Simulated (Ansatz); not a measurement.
C$_{7}$H$_{7}$, doublet, at a GFN2-xTB geometry; WB97X/6-31G** (Ansatz, a quantum-chemistry and plane-wave program).

The Ansatz input:
Ansatz 0.2 input:
```yaml
crystal:
  periodic: [false, false, false]
  atoms:
    - {symbol: C, position_ang: [2.36069093, -0.21824476, 0.05084697]}
    - {symbol: C, position_ang: [0.98821196, -0.09135973, 0.02128512]}
    - {symbol: C, position_ang: [0.36211980, 1.18191722, -0.09473152]}
    - {symbol: C, position_ang: [-1.00389933, 1.29830754, -0.12331928]}
    - {symbol: C, position_ang: [-1.81299592, 0.16761062, -0.03905016]}
    - {symbol: C, position_ang: [-1.22914590, -1.09186356, 0.07522167]}
    - {symbol: C, position_ang: [0.13502389, -1.22787791, 0.10543951]}
    - {symbol: H, position_ang: [3.00174025, 0.64238924, -0.01294849]}
    - {symbol: H, position_ang: [2.82985766, -1.18151771, 0.13855539]}
    - {symbol: H, position_ang: [0.98887353, 2.05936443, -0.16014177]}
    - {symbol: H, position_ang: [-1.46011120, 2.27413088, -0.21190846]}
    - {symbol: H, position_ang: [-2.88758400, 0.26695578, -0.06219573]}
    - {symbol: H, position_ang: [-1.85980917, -1.96720581, 0.14040063]}
    - {symbol: H, position_ang: [0.58700044, -2.20505324, 0.19408455]}
basis:
  gaussian:
    orbitals: 6-31G__.json
hamiltonian:
  xc: {name: wB97X}
magnetization: {spin_polarized: true, initial_magnetization: 1}
accuracy: high
```
The basis file holds 6-31G** in the JSON format of the Basis Set Exchange.

What the program printed (banner, timings and long lists left out):

```
Functional definition: wB97X
3339 factors; integrals over basis functions are off by at most 1.0e-8 eV
453 factors; integrals over basis functions are off by at most 2.2e-9 eV
mean field evaluation 1: about -7367.0885 eV, gradient 2.2e1 eV
mean field evaluation 2: about -7369.0860 eV, gradient 1.2e1 eV
mean field evaluation 4: about -7369.8678 eV, gradient 1.1e0 eV
mean field evaluation 8: about -7370.0097 eV, gradient 1.0e-1 eV
mean field evaluation 16: about -7370.0103 eV, gradient 4.2e-3 eV
mean field evaluation 32: about -7370.0103 eV, gradient 5.8e-7 eV
mean field -7370.01025986 eV, -270.8428814776 hartree, gradient 7.6e-8 eV, S^2 0.823946; 0 other end points of the search recorded, 0 dependent functions left out
reference -7370.01025740 eV, -270.8428813870 hartree; 25, 24 occupied and 115, 116 virtual orbitals, 3339 factors
Total energy: -7370.01025740 eV, -270.8428813870 hartree
```
